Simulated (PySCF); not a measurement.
# Computed spin Hamiltonian

C7H7F2 (doublet state).
Geometry (GFN2-xTB, Å), atoms numbered from 1 in this order:
```xyz
16
C7H7F2 angstrom
C      0.1149    1.8070    0.6400
C      0.2843    0.4668    0.3622
C      1.3006   -0.2181    0.9550
C      2.2488   -0.8380    1.5672
F      2.0794   -1.4752    2.7607
C     -0.6042   -0.2431   -0.5837
C     -1.6355    0.5430   -1.3324
C     -0.4729   -1.5567   -0.7448
F     -1.2455   -2.2550   -1.5940
H     -0.6760    2.3853    0.2050
H      0.7780    2.3039    1.3240
H      3.2729   -0.9465    1.2259
H     -2.1705   -0.1039   -2.0224
H     -2.3554    0.9807   -0.6421
H     -1.1655    1.3463   -1.8976
H      0.2390   -2.1877   -0.2345
```

The hyperfine couplings belong to this conformer and change with its torsions.

As a line formula: `C=C(/[C]=C\F)/C(C)=C/F` [radical].

Computed, not measured: UKS B3LYP, pcH-1 on C F H, non-relativistic, mean-field spin-orbit, GIAO in PySCF 2.14.0. Geometry: GFN2-xTB, one conformer, isolated molecule. A GFN2-xTB geometry isn't a minimum of the functional, and hyperfine couplings can be far from their values at a DFT geometry. No stability test was run, so a lower SCF solution isn't excluded. ⟨S²⟩ is 0.786 where a pure state has 0.75.

```
g1, g2, g3                      : 2.00146, 2.00204, 2.00230
g_iso                           : 2.00193
Form of g                       : rhombic: the two nearest values differ by 30 % of g3 − g1
⟨S²⟩                            : 0.7862 (exact 0.7500)
HOMO–LUMO gap, α and β orbitals : 4.95, 3.80 eV
Basis functions                 : 295
```

Isotropic coupling and dipolar principal values T1 to T3, in 10⁻⁴ cm⁻¹; ρ(0) is the spin density at the nucleus (1 × 10⁻⁴ cm⁻¹ = 2.998 MHz):

| atom | isotope | a_iso | T1 | T2 | T3 | Mulliken spin population | ρ(0) (bohr⁻³) |
| --- | --- | --- | --- | --- | --- | --- | --- |
| C1 | 13C | 18.4 | -16.4 | -15.9 | 32.3 | 0.65 | 0.0491 |
| C2 | 13C | -17.0 | -9.3 | 4.0 | 5.4 | -0.24 | -0.0453 |
| C3 | 13C | 19.7 | -19.8 | -15.3 | 35.1 | 0.67 | 0.0526 |
| C4 | 13C | -8.5 | -4.1 | 1.0 | 3.1 | -0.06 | -0.0228 |
| F5 | 19F | 90.4 | -36.9 | -25.4 | 62.3 | 0.03 | 0.0644 |
| C6 | 13C | 4.0 | -1.4 | -0.8 | 2.2 | 0.06 | 0.0107 |
| C7 | 13C | -0.6 | -0.2 | 0.1 | 0.2 | 0.00 | -0.0016 |
| C8 | 13C | -2.7 | -4.5 | 2.0 | 2.5 | -0.07 | -0.0073 |
| F9 | 19F | -4.0 | -14.1 | 6.1 | 8.1 | -0.01 | -0.0028 |
| H10 | 1H | -13.2 | -8.1 | -0.2 | 8.3 | -0.03 | -0.0088 |
| H11 | 1H | -12.8 | -6.6 | -0.8 | 7.4 | -0.03 | -0.0086 |
| H12 | 1H | 21.7 | -1.6 | -0.3 | 1.9 | 0.03 | 0.0145 |
| H13 | 1H | 0.1 | -0.4 | -0.2 | 0.6 | 0.00 | 0.0001 |
| H14 | 1H | 2.0 | -0.6 | -0.5 | 1.1 | 0.00 | 0.0013 |
| H15 | 1H | 2.0 | -0.7 | -0.5 | 1.1 | 0.00 | 0.0013 |
| H16 | 1H | 1.8 | -1.8 | -0.8 | 2.6 | 0.00 | 0.0012 |

Largest spin populations (Mulliken): C3 (+0.67), C1 (+0.65), C2 (-0.24) and C8 (-0.07). The positive populations add up to 1.44 and the negative ones to -0.44, together 2S = 1.

Under fast tumbling the dipolar parts average out, and these isotropic splittings remain (the largest six): 1 × 19F (F5, I = 1/2, 2 lines) with 9.68 mT, 1 × 1H (H12, I = 1/2, 2 lines) with 2.32 mT, 1 × 1H (H10, I = 1/2, 2 lines) with 1.41 mT, 1 × 1H (H11, I = 1/2, 2 lines) with 1.37 mT, 1 × 19F (F9, I = 1/2, 2 lines) with 0.42 mT and 1 × 1H (H16, I = 1/2, 2 lines) with 0.19 mT.

Means are taken over nuclei equivalent by connectivity, which assumes that they swap fast. The three 1H nuclei of mean +4.1 MHz run from 0.3 to 6.0 MHz in the frozen geometry.

The 13C coupling of C3 (59.1 MHz) shows only in satellite lines or after enrichment, since that isotope makes up about 1.07 % of natural carbon.

β density exceeds α density at some nuclei, such as C2 (-0.0453), C4 (-0.0228) and H10 (-0.0088), spin density in bohr⁻³. In a single determinant that takes different orbitals for the two spins, that is spin polarisation.
